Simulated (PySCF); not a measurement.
C5H14Si2.
Atom-mapped SMILES: `[SiH3:1][CH:2]([SiH3:3])[CH:4]1[CH2:5][CH2:6][CH2:7]1` (hydrogens: H8, H9, H10 on Si1; H11 on C2; H12, H13, H14 on Si3; H15 on C4; H16, H17 on C5; H18, H19 on C6; H20, H21 on C7)

Torsions of this conformer, `[SiH3:1][CH:2]([SiH3:3])[CH:4]1[CH2:5][CH2:6][CH2:7]1`: Si1–C2–C4–C5 170°.

The closed-shell ground state was solved at several levels (PySCF, density fitting, gas phase, non-relativistic). Isolated species at its PBE0-D3(BJ)/def2-SVP geometry (one conformer only).

| level | basis functions | HOMO (eV) | LUMO (eV) | gap (eV) | dipole (D) |
| --- | --- | --- | --- | --- | --- |
| CAM-B3LYP/def2-SVPD | 260 | -9.29 | 1.13 | 10.42 | 1.02 |
| CAM-B3LYP/pcSseg-1 | 203 | -9.34 | 1.59 | 10.93 | 0.97 |

(1) What might PBE0/pcSseg-1 (203 basis functions) give for the same quantities?

(2) Over all these levels, which gives the widest orbital gap and which the narrowest?

(3) How far do the dipole and the HOMO energy spread over the levels?

Answers

(1) HOMO -8.03 eV, LUMO 0.57 eV, gap 8.60 eV, dipole 1.04 D.

(2) CAM-B3LYP/pcSseg-1 (range-separated hybrid) has the widest, 10.93 eV, and PBE0/pcSseg-1 (global hybrid, 25 % exact exchange) the narrowest, 8.60 eV. The two share the basis. From the narrowest to the widest the HOMO moves by -1.31 eV and the LUMO by +1.02 eV.

(3) The dipole runs from 0.97 to 1.04 D (mean 1.01 D) and the HOMO from -9.34 to -8.03 eV.
